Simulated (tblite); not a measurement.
C6H8F (doublet state).
Z-matrix (Å and degrees, GFN2-xTB geometry), rows numbered from 1:
```
C 
C   1  1.4304
C   2  1.5525  1  120.87
F   3  1.3627  2  118.30  1     0.45
C   3  1.4632  2   60.16  1  -108.72
C   5  1.4781  2  136.42  3  -131.04
C   5  1.4802  2  137.43  3   132.12
H   1  1.0722  2  120.17  3    34.60
H   1  1.0710  2  120.56  3  -142.48
H   2  1.0850  1  115.84  3   144.22
H   3  1.0845  2  119.29  5  -112.37
H   6  1.0806  5  118.32  7  -108.20
H   6  1.0803  5  118.14  7   107.84
H   7  1.0804  5  118.19  6  -107.71
H   7  1.0810  5  118.37  6   108.13
```

Calculated harmonic vibrations of the isolated species, GFN2-xTB (tblite), most abundant isotopes, no scaling. This tight-binding method is rough: wavenumbers can miss measured ones by several per cent, in bad cases by 10 to 20. One conformer, not necessarily the lowest. Open shells enter through the occupations alone, without spin polarisation, and single modes of such species can be off by tens of per cent.

Harmonic wavenumbers (cm⁻¹): 166.5, 168.5, 206.8, 216.8, 246.5, 407.8, 478.9, 512.4, 561.4, 642.8, 795.0, 824.6, 841.9, 910.6, 938.2, 996.6, 1033.7, 1040.6, 1071.0, 1075.6, 1095.3, 1123.2, 1131.1, 1162.2, 1200.8, 1269.1, 1293.0, 1406.2, 1428.4, 1443.3, 1591.1, 3015.4, 3026.5, 3070.6, 3077.2, 3080.7, 3094.2, 3145.9, 3190.9.

A = 3800, B = 2383, C = 1900 MHz; mass 99.061 u (most abundant isotopes); point group C1, symmetry number 1; spin multiplicity 2.

Question: What is the zero-point energy?

Answer: Half the sum of the wavenumbers: 25991 cm⁻¹ = 74.31 kcal/mol.

Question: Entropy at 298.15 K, 1 bar (ideal gas, RRHO, classical rotation)?

Answer: Translation 39.72, rotation 27.33, vibration 15.52, spin (R ln 2) 1.38: S = 83.9 cal/(mol K).

Question: And Cp and H(298.15 K) − H(0)?

Answer: Cp = 29.51 cal/(mol K), of which vibrations give 21.56 (their classical limit is 39 R = 77.5); H(298.15 K) − H(0) = 5.20 kcal/mol without the zero-point energy, 2.83 from vibrations.

Question: What must be added to the electronic energy to get the Gibbs energy at 298.15 K and 1 bar?

Answer: ZPE + [H(298.15 K) − H(0)] − T·S = 74.31 + 5.20 − 25.03 = 54.48 kcal/mol.

Question: How do the functions run with temperature in this model?

Answer: 
| T (K) | S (cal/(mol K)) | Cp (cal/(mol K)) | H − H(0) (kcal/mol) | G − H(0) (kcal/mol) | ln q(vib) |
| --- | --- | --- | --- | --- | --- |
| 100 | 62.2 | 13.6 | 0.98 | -5.24 | 0.32 |
| 200 | 74.0 | 21.2 | 2.72 | -12.07 | 1.55 |
| 300 | 84.1 | 29.7 | 5.25 | -19.98 | 3.07 |
| 500 | 103.1 | 45.0 | 12.80 | -38.73 | 6.48 |
| 800 | 127.5 | 58.8 | 28.58 | -73.45 | 11.82 |
| 1000 | 141.3 | 64.6 | 40.95 | -100.36 | 15.23 |

q(vib) and H(0) count from the zero-point level.

Hindered rotation and anharmonicity are outside this model. Other conformers, if any are populated, would add a mixing term that is left out. The structure is chiral; the term R ln 2 for an equal mix with its mirror image is left out.
